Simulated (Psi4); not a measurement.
hydrogen cyanide (CHN), singlet, at a GFN2-xTB geometry; CAM-B3LYP/aug-cc-pVDZ in Psi4.

Psi4 was given this input:
```
memory 2 GB

molecule mol {
0 1
C    -0.000000   -0.000000   -0.493219
N     0.000000    0.000000    0.644429
H    -0.000000   -0.000000   -1.551687
}

set {
  basis aug-cc-pvdz
  reference rks
}

energy('cam-b3lyp')
print_variables()
```

The log (banner, timings and long lists left out):

```
   => Loading Basis Set <=

    Name: AUG-CC-PVDZ
    Role: ORBITAL
    Keyword: BASIS

         ---------------------------------------------------------
                                   SCF
               by Justin Turney, Rob Parrish, Andy Simmonett
                          and Daniel G. A. Smith
                              RKS Reference
         ---------------------------------------------------------

  ==> Geometry <==

    Molecular point group: c2v
    Full point group: C_inf_v

    Geometry (in Angstrom), charge = 0, multiplicity = 1:

       Center              X                  Y                   Z               Mass
    ------------   -----------------  -----------------  -----------------  -----------------
         C            0.000000000000     0.000000000000    -0.550289665242    12.000000000000
         N            0.000000000000     0.000000000000     0.587358334758    14.003074004430
         H            0.000000000000     0.000000000000    -1.608757665242     1.007825032230

  Running in c2v symmetry.

  Rotational constants: A = ************  B =      1.52240  C =      1.52240 [cm^-1]
  Rotational constants: A = ************  B =  45640.26390  C =  45640.26390 [MHz]
  Nuclear repulsion =   24.222710578187726

  Charge       = 0
  Multiplicity = 1
  Electrons    = 14
  Nalpha       = 7
  Nbeta        = 7

  ==> Algorithm <==

  SCF Algorithm Type is DF.
  DIIS enabled.
  MOM disabled.
  Fractional occupation disabled.
  Guess Type is SAD.
  Energy threshold   = 1.00e-06
  Density threshold  = 1.00e-06
  Integral threshold = 1.00e-12

  ==> Primary Basis <==

  Basis Set: AUG-CC-PVDZ
    Blend: AUG-CC-PVDZ
    Number of shells: 23
    Number of basis functions: 55
    Number of Cartesian functions: 59
    Spherical Harmonics?: true
    Max angular momentum: 2

  ==> DFT Potential <==

   => LibXC <=

    Version 7.1.2
    S. Lehtola, C. Steigemann, M. J. T. Oliveira, and M. A. L. Marques,  SoftwareX 7, 1–5 (2018) (10.1016/j.softx.2017.11.002)

   => Composite Functional: CAM-B3LYP <=

    CAM-B3LYP Hyb-GGA Exchange-Correlation Functional

    T. Yanai, D. P. Tew, and N. C. Handy,  Chem. Phys. Lett. 393, 51 (2004) (10.1016/j.cplett.2004.06.011)

    Deriv               =              1
    GGA                 =           TRUE
    Meta                =          FALSE

    Exchange Hybrid     =           TRUE
    MP2 Hybrid          =          FALSE

   => Exchange Functionals <=

    0.3500         Becke 88 [omega = 0.3300]
[...]
   @DF-RKS iter   3:   -93.38209848747312   -1.80649e-01   3.46710e-03 ADIIS/DIIS
   @DF-RKS iter   4:   -93.38786821168604   -5.76972e-03   4.49582e-04 ADIIS/DIIS
   @DF-RKS iter   5:   -93.38795551577859   -8.73041e-05   5.82493e-05 DIIS
   @DF-RKS iter   6:   -93.38795713830150   -1.62252e-06   1.02916e-05 DIIS
   @DF-RKS iter   7:   -93.38795719194505   -5.36435e-08   4.97156e-07 DIIS
  Energy and wave function converged.

  ==> Post-Iterations <==

   Electrons on quadrature grid:
      Ntotal   =   14.0000001580 ; deviation = 1.580e-07

    Orbital Energies [Eh]
    ---------------------

    Doubly Occupied:

[...]
       1B1    -0.440222

    Virtual:

[...]
    Final Occupation by Irrep:
             A1    A2    B1    B2
    DOCC [     5,    0,    1,    1 ]
    NA   [     5,    0,    1,    1 ]
    NB   [     5,    0,    1,    1 ]

  @DF-RKS Final Energy:   -93.38795719194505

   => Energetics <=

    Nuclear Repulsion Energy =             24.2227105781877263
    One-Electron Energy =                -173.3223623826944220
    Two-Electron Energy =                  64.8874337757306705
    DFT Exchange-Correlation Energy =      -9.1757391631690322
    Empirical Dispersion Energy =           0.0000000000000000
    VV10 Nonlocal Energy =                  0.0000000000000000
    Total Energy =                        -93.3879571919450484

Computation Completed

Properties will be evaluated at   0.000000,   0.000000,   0.000000 [a0]

Properties computed using the SCF density matrix

 Multipole Moments:

 ------------------------------------------------------------------------------------
     Multipole            Electronic (a.u.)      Nuclear  (a.u.)        Total (a.u.)
 ------------------------------------------------------------------------------------

 L = 1.  Multiply by 2.5417464519 to convert [e a0] to [Debye]
 Dipole X            :          0.0000000            0.0000000            0.0000000
 Dipole Y            :          0.0000000            0.0000000            0.0000000
 Dipole Z            :          0.2971299           -1.5098672           -1.2127373
 Magnitude           :                                                    1.2127373

 ------------------------------------------------------------------------------------

  Variable Map:
  ----------------------------------------------------------------------------
[...]
  Array Variable Map:
  ----------------------------------------------------------------------------
[...]
[...]
```
